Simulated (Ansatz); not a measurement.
Correlation energies of `O[Si]1(Cl)BN1` by basis set

```xyz
8

O    -0.619    1.710   -0.617
Si    0.204    0.526    0.144
Cl    2.185    1.090    0.110
B    -0.510   -1.012    0.994
N    -0.093   -1.101   -0.341
H    -0.099    2.402   -1.032
H    -0.992   -1.771    1.770
H    -0.076   -1.843   -1.028
```

The species carries charge 0 and has multiplicity 1. Geometry: relaxed with PBE0-D4/def2-TZVP. It is one conformer, not always the lowest. Frozen core, restricted reference, the Gaussian-basis code of Ansatz. CBS rows extrapolate triple and quadruple zeta; past MP2 they add the triple-zeta difference.

```json
{"basis": "def2-SVP", "HF (Eh)": "-903.91723", "MP2 corr.": "-0.65268"}
{"basis": "def2-TZVPP", "HF (Eh)": "-904.37830", "MP2 corr.": "-0.84052"}
{"basis": "def2-QZVPP", "HF (Eh)": "-904.40772", "MP2 corr.": "-0.91032"}
```

Estimate the CCSD correlation energy and the (T) correction in each basis where they were run (hartree).


| basis | CCSD corr. | (T) |
| --- | --- | --- |
| def2-SVP | -0.68950 | -0.01973 |
| def2-TZVPP | -0.87386 | -0.03762 |
| CBS(def2) | -0.99537 | as TZ |
